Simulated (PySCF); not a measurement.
## Exercise with solution: chemical shift, span and skew from a shielding tensor

Be(Cl)(SeH) (BeClHSe), SMILES [Cl][Be][SeH]. Atoms are numbered in the order given.

```xyz
4

Be    -0.0008     0.7243     0.0000
Cl     0.0000     2.5359     0.0000
Se    -0.0423    -1.3146     0.0000
H      1.4418    -1.3118     0.0000
```
Charge 0, spin multiplicity 1.

The structure is a stationary point at PBE-D3(BJ)/def2-TZVP. One conformer was computed; it need not be the lowest.

GIAO shieldings from B3LYP/pcSseg-2 (PySCF), non-relativistic, no solvent. The symmetric part of the tensor of Se3 has the principal values 2088.2, 2196.6, 2450.7 ppm. The same nucleus in Me2Se has σ = 1646.2 ppm at this level (PySCF, at its B3LYP-D3(BJ)/def2-TZVP geometry). Without spin–orbit terms, shifts of atoms bonded to Cl or Br come out too high.

### Question
Work out the isotropic shielding, the ⁷⁷Se shift against Me2Se, the span and the skew.

### Answer

σ(iso) = (σ11 + σ22 + σ33)/3 = 2245.2 ppm. δ = σ(ref) − σ(iso) = 1646.2 − (2245.2) = -599.0 ppm.
Span Ω = σ33 − σ11 = 362.5 ppm. Skew κ = 3(σ(iso) − σ22)/Ω = 0.40. Tumbling in solution averages the tensor to δ; in a static solid the shielding alone would spread this spin-1/2 line over Ω.
